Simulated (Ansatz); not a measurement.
Consider the redistribution: `[NH2][AlH][BH]F` + `S=C[SiH2]S` → `[NH2][AlH][CH]=S` + `FB[SiH2]S`.

Program: Ansatz. Geometries: PBE0-D4/def2-TZVP. ΔE: electronic, gas phase. CCSD(T)/CBS is the MP2 limit (def2-TZVPP, def2-QZVPP) plus CCSD(T) − MP2 in def2-TZVPP, frozen cores. DFT in def2-TZVPP. Each species was taken in one conformer, which may not be the lowest.

```
             level  ΔE (kJ/mol)  difference from CCSD(T)/CBS
            PBE-D4        -20.7                         -0.1
         r2SCAN-D4        -24.4                         -3.8
            B97M-V        -30.5                         -9.9
      CAM-B3LYP-D4        -21.3                         -0.7
               PBE        -20.6                          0.0
           r2SCANh        -24.5                         -3.9
       HF/def2-SVP        -26.3                         -5.7
SCS-MP2/def2-TZVPP        -19.1                          1.5
CCSD(T)/def2-TZVPP        -20.9                         -0.3
    CCSD/CBS(def2)        -20.6                          0.0
       CCSD(T)/CBS        -20.6                            0
```

Largest T1 diagnostic among the species: 0.015.

Leaving LDA and LC-ωPBE aside and taking each functional with its dispersion term where it has one, the values, not all of them listed here, spread over 10.3 kJ/mol, from B97M-V to revPBE-D4. At CCSD(T), def2-SVP lies −3.7 kJ/mol from the extrapolated value and def2-TZVPP −0.2 kJ/mol.
